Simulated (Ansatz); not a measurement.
`[GeH3][GeH2][GeH2][GeH2][GeH3]` at its PBE0-D4/def2-TZVP geometry, where that method's forces vanish. Charge 0, multiplicity 1.

```xyz
17

Ge   -1.8385   -1.7908   -0.8152
Ge   -0.1956   -1.7895    0.9657
Ge    1.8319   -0.7093    0.1854
Ge    1.2198    1.3916   -0.8626
Ge   -0.2768    2.6109    0.6016
H    -1.2962   -2.5711   -2.0243
H    -3.1596   -2.4339   -0.3631
H    -2.1198   -0.3453   -1.2584
H     0.0901   -3.2311    1.4263
H    -0.7489   -1.0056    2.1707
H     2.7876   -0.4438    1.3637
H     2.5532   -1.6232   -0.8229
H     0.5040    1.0968   -2.1944
H     2.4687    2.2384   -1.1709
H    -0.7293    3.9366   -0.0318
H    -1.5202    1.7553    0.8966
H     0.4293    2.9140    1.9336
```

(1) What forces (eV/Å) does r2SCAN-D4/def2-TZVPP give on these atoms in Ansatz 0.2.0? (Estimate.)

Results:

(1) Ansatz gave: 
```
Ge1 -0.004 -0.006 -0.002
Ge2 -0.003 -0.001 -0.005
Ge3  0.004 -0.002  0.000
Ge4 -0.002  0.003  0.004
Ge5  0.001  0.008  0.001
H6  -0.033  0.038  0.052
H7   0.056  0.029 -0.027
H8   0.003 -0.072  0.016
H9  -0.016  0.054 -0.011
H10  0.023 -0.039 -0.042
H11 -0.026 -0.013 -0.046
H12 -0.018  0.031  0.042
H13  0.035  0.016  0.048
H14 -0.049 -0.029  0.004
H15  0.017 -0.057  0.035
H16  0.053  0.050 -0.011
H17 -0.040 -0.010 -0.060
```
